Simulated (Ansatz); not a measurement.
Gas-phase electronic energies from Ansatz, PBE0-D4/def2-TZVP geometries. CBS: MP2 limit from def2 TZ/QZ plus the TZ coupled-cluster correction, frozen cores. This one scheme is used for every species. Functionals use def2-TZVPP. Each species was taken in one conformer, which may not be the lowest.

Reaction (cleavage of the Si–Si bond): `[SiH3][SiH3]` + `O[SiH2][NH][AlH2]` → `[AlH2][NH][SiH2]O[SiH3]` + SiH₄

CCSD(T)/CBS gives -1.08 eV.

Task: Another level gave -1.02 eV. Which?
A. PBE-QIDH/def2-TZVPP
B. revPBE/def2-TZVPP
C. BHLYP/def2-TZVPP
D. PBE0-D4/def2-TZVPP

Result: A. PBE-QIDH -1.02, PBE0-D4 -0.89, BHLYP -1.19, revPBE -0.78 eV.

Largest T1 diagnostic among the species: 0.013.

Leaving LDA and LC-ωPBE aside and taking each functional with its dispersion term where it has one, the values, not all of them listed here, spread over 0.41 eV, from BHLYP-D4 to PBE-D4. In def2-TZVPP, CCSD(T) changes the Hartree–Fock value by +0.26 eV (the triples alone add +0.03 eV) and MP2 by +0.18 eV. From r2SCAN to r2SCAN0 (25 % exact exchange), in def2-TZVPP and without D4, ΔE moves by −0.03 eV.
